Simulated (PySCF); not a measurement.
GeHI3, SMILES [I][GeH]([I])[I].

Coordinates come from a B3LYP-D3(BJ)/def2-SVP optimisation. The def2 effective core potentials stand for the cores of I; spin–orbit coupling is left out.

Level of theory: B3LYP-D3(BJ)/def2-SVP (PySCF).

Frequencies are harmonic and unscaled.

Modes within 1.5 cm⁻¹ of each other (mostly degenerate sets) share a row, with their intensities summed.

Question: List the normal modes with their intensities. (An estimate is asked for; the answer gives what the named calculation found.)

Answer: 
```
mode  ν (cm⁻¹)  IR (km/mol)  Raman (Å⁴/amu)  depolarisation  moving atoms (share of kinetic energy)
----  --------  -----------  --------------  --------------  --------------------------------------
1–2         64          0.4             8.9            0.75                          I 91 %, Ge 9 %
3           94          0.5             6.3            0.35                         I 64 %, Ge 36 %
4          202          2.4            14.8            0.01                         I 52 %, Ge 47 %
5–6        262         90.2             6.8            0.75                         Ge 71 %, I 29 %
7–8        658        220.7            27.5            0.75                                  H 98 %
9         2131         53.2           266.8            0.18                                  H 99 %
```
